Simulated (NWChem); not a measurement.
A series in which one site is exchanged, each optimised at PBE0/def2-SVP with NWChem, gas phase unless a solvent is named. All stand in one matching conformer (torsions within 35°), which need not be the lowest. Some are not confirmed as minima by frequencies. def2 effective core potentials on In; no spin-orbit coupling.

A: CB(N)Cl (CH₅BClN; site = B)
B: [CH3][Ga]([NH2])[Cl] (CH5ClGaN; site = Ga)
C: [CH3][In]([NH2])[Cl] (CH₅ClInN; site = In)
D: [NH2][Al]([Cl])[CH3] (CH5AlClN; site = Al)

```tsv
quantity	A	B	C	D
dipole (D), PBE0/def2-SVP	[?]	2.92	3.57	2.49
vertical ionisation energy, ΔSCF, CAM-B3LYP/def2-SVP (eV)	[?]	9.72	9.31	9.91
lowest singlet excitation, CAM-B3LYP/def2-SVPD, TDA (eV)	[?]	6.09	5.32	6.19
```

Q: What belongs in the gaps?

A: 
- dipole (D), PBE0/def2-SVP, A: 2.66
- vertical ionisation energy, ΔSCF, CAM-B3LYP/def2-SVP (eV), A: 10.50
- lowest singlet excitation, CAM-B3LYP/def2-SVPD, TDA (eV), A: 7.29
